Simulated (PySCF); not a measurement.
SMILES COC(=O)[OH+]C (C₃H₇O₃ (cation, charge +1)) (CAM-B3LYP/def2-SVP optimised geometry):

```
13

C      2.430    -0.856     0.000
O      0.969    -0.856     0.000
C      0.373     0.277     0.000
O      0.675     1.406     0.004
O     -1.074    -0.064    -0.010
C     -2.146     0.949     0.048
H      2.784    -0.364    -0.914
H      2.785    -0.331     0.895
H      2.713    -1.912     0.019
H     -1.300    -1.017     0.022
H     -1.626     1.912     0.006
H     -2.785     0.794    -0.827
H     -2.677     0.815     0.997
```

Calculation: PySCF with CAM-B3LYP/def2-TZVP.

**Question.** What are the frontier orbital energies?

**Answer.** HOMO-2 -17.31 eV, HOMO-1 -16.46 eV, HOMO -16.08 eV, LUMO -4.17 eV, LUMO+1 -3.55 eV.

On the same geometry PBE/def2-TZVP in PySCF gives HOMO-2 -14.12 eV, HOMO-1 -13.23 eV, HOMO -13.09 eV, LUMO -6.19 eV, LUMO+1 -5.99 eV.

Meta-Löwdin charges at CAM-B3LYP/def2-TZVP: C1 -0.11, O2 -0.30, C3 0.70, O4 -0.35, O5 -0.25, C6 -0.12, H7 0.16, H8 0.16, H9 0.17, H10 0.42, H11 0.19, H12 0.17, H13 0.17.
